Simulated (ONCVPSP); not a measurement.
# Which change was made? (Pb, ONCV)

```
Element                 : lead
Generator               : ONCVPSP 4.0.1
Type                    : optimised norm-conserving Vanderbilt (ONCV)
Functional              : BLYP
Relativity              : fully relativistic
Frozen core             : [Xe] 4f14
Valence charge          : 14
Reference configuration : 5d10 6s2 6p1.5 (charge +0.5)
Partial waves           : 6s: rc 1.70 bohr, ncon 3, nbas 7, qcut 3.3 1/bohr, 2 projectors, debl 0.4 Ha; 6p: rc 1.95 bohr, ncon 5, nbas 9, qcut 4.3 1/bohr, 3 projectors, debl 1.4 Ha; 5d: rc 1.50 bohr, ncon 4, nbas 8, qcut 11.3 1/bohr, 1 projector
Local potential         : polynomial inside 1.00 bohr (lpopt 5, dvloc0 -1 Ha)
Core correction         : Teter function, fcfact 3.5, rcfact 1.55
```

Open shells are filled in proportion to 2j + 1.

In the s channel the program set the typed energies aside and used -0.564, 0.250 Ha.

Cutoffs, loose and tight: the cutoffs (Ha) at which the residual kinetic energy of the hardest occupied pseudo-wave falls to 1 and 0.1 mHa per electron. They do not see the model core or the augmentation charge, which bear on the density cutoff. Test errors are all-electron minus pseudo excitation energies from the reference, over the configurations 5d10 6s2 6p2; 5d10 6s2 6p1; 5d10 6s2 6p0; 5d9 6s2 6p3; variants that change the core or the reference have their own tests.

The base gives: outcome: generated, projector energies reset by the program; cutoff, loose: 59 Ha; cutoff, tight: 70 Ha; bound ghosts: s, p3/2, p1/2; GHOST(+) flags above zero: p3/2, p1/2; largest test error (meV): -129.

(1) After one change the result is: outcome: generated; cutoff, loose: 12 Ha; cutoff, tight: 36 Ha; bound ghosts: none; GHOST(+) flags above zero: s, p3/2, p1/2; largest test error (meV): -123. Which change was it?
A. core [Xe] 4f14 5d10, valence charge 4; reference 6s1 6p3; waves now 6s: rc 1.80 bohr, ncon 4, nbas 8, qcut 3 1/bohr, 2 projectors, debl 2.6 Ha; 6p: rc 2.30 bohr, ncon 4, nbas 8, qcut 3.4 1/bohr, 2 projectors, debl 0.9 Ha; local potential polynomial inside 1.40 bohr (lpopt 2, dvloc0 -1 Ha)
B. s: qcut 2.9; p: qcut 3.8; d: qcut 9.9
C. s: debl 1.15

Answers

(1) A. The others give: s: debl 1.15 → outcome: generated; cutoff, loose: 59 Ha; cutoff, tight: 70 Ha; bound ghosts: s, p3/2, p1/2; GHOST(+) flags above zero: s, p3/2, p1/2; largest test error (meV): -130 | s: qcut 2.9; p: qcut 3.8; d: qcut 9.9 → outcome: failed: ERROR pspot: first pseudo wave function has node, program will stop.
